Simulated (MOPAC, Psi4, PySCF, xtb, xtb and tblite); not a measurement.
Internal rotation in C₆H₁₃Cl₃Si, SMILES CC(C)(C)CC[Si](Cl)(Cl)Cl, singlet. Scanned: dihedral C2–C5–C6–Si7; all other coordinates were relaxed at GFN2-xTB. Points at φ and −φ are mirror images.

Atom numbering (GFN2-xTB optimised geometry, Å):
```
23

C     -1.4575     0.6078    -1.2082
C     -1.0063     0.1939     0.1941
C     -2.0737    -0.7195     0.8069
C     -0.8554     1.4367     1.0740
C      0.3091    -0.6058     0.1357
C      1.5152     0.1612    -0.4180
Si     3.0970    -0.8975    -0.5074
Cl     3.5733    -1.6066     1.3267
Cl     4.6387     0.2239    -1.1953
Cl     2.8202    -2.4644    -1.7574
H     -0.7757     1.3327    -1.6456
H     -1.5113    -0.2580    -1.8644
H     -2.4439     1.0639    -1.1634
H     -2.2032    -1.6158     0.2045
H     -3.0300    -0.2047     0.8628
H     -1.7892    -1.0210     1.8124
H     -1.8231     1.9127     1.2156
H     -0.1899     2.1651     0.6181
H     -0.4610     1.1685     2.0516
H      0.1409    -1.4922    -0.4796
H      0.5453    -0.9497     1.1449
H      1.7027     1.0351     0.2073
H      1.2778     0.5337    -1.4153
```

- GFN1-xTB // GFN2-xTB (xtb)
- PM7, restricted, heats of formation // GFN2-xTB (MOPAC)
- GFN2-xTB (xtb and tblite)
- PBE/def2-SVP // GFN2-xTB (Psi4)
- RHF/3-21G = PySCF with restricted Hartree-Fock/3-21G, density fitting // GFN2-xTB
- PBE-D3(BJ)/def2-SVP // GFN2-xTB (Psi4)

Energies in kJ/mol, each method relative to its own lowest point.

```tsv
φ / °	GFN1-xTB	PM7	GFN2-xTB	PBE/def2-SVP	RHF/3-21G	PBE-D3(BJ)/def2-SVP
-165	0.6	0.2	1.1	1.3	1.5	1.2
-150	2.4	1.0	4.1	4.7	5.4	4.2
-135	4.5	1.4	7.2	8.2	9.9	6.8
-120	6.1	1.7	8.8	11.1	14.2	8.6
-105	9.7	7.6	8.4	13.3	18.5	10.0
-90	8.6	10.4	6.0	10.8	15.7	6.3
-75	7.8	10.2	5.7	11.0	18.6	5.5
-60	9.1	15.7	8.6	13.6	22.2	7.5
-45	14.0	25.1	16.1	20.5	30.8	14.4
-30	20.6	34.9	25.6	29.3	41.6	23.5
-15	27.1	43.0	34.2	37.9	51.9	32.4
0	31.6	48.2	39.4	44.1	59.1	39.0
15	27.1	43.0	34.2	37.9	51.9	32.4
30	20.6	34.9	25.6	29.3	41.6	23.5
45	14.0	25.1	16.1	20.5	30.8	14.4
60	9.1	15.7	8.6	13.6	22.2	7.5
75	7.8	10.2	5.7	11.0	18.6	5.5
90	8.6	10.4	6.0	10.8	15.7	6.3
105	9.7	7.6	8.4	13.3	18.5	10.0
120	6.1	1.7	8.8	11.1	14.2	8.6
135	4.5	1.4	7.2	8.2	9.9	6.8
150	2.4	1.0	4.1	4.7	5.4	4.2
165	0.6	0.2	1.1	1.3	1.5	1.2
180	0.0	0.0	0.0	0.0	0.0	0.0
```

Root-mean-square difference from the PBE-D3(BJ)/def2-SVP profile, itself a level with limits, after the best constant shift (kJ/mol): GFN1-xTB 2.5, PM7 6.4, GFN2-xTB 1.0, PBE/def2-SVP 2.2, RHF/3-21G 6.9.
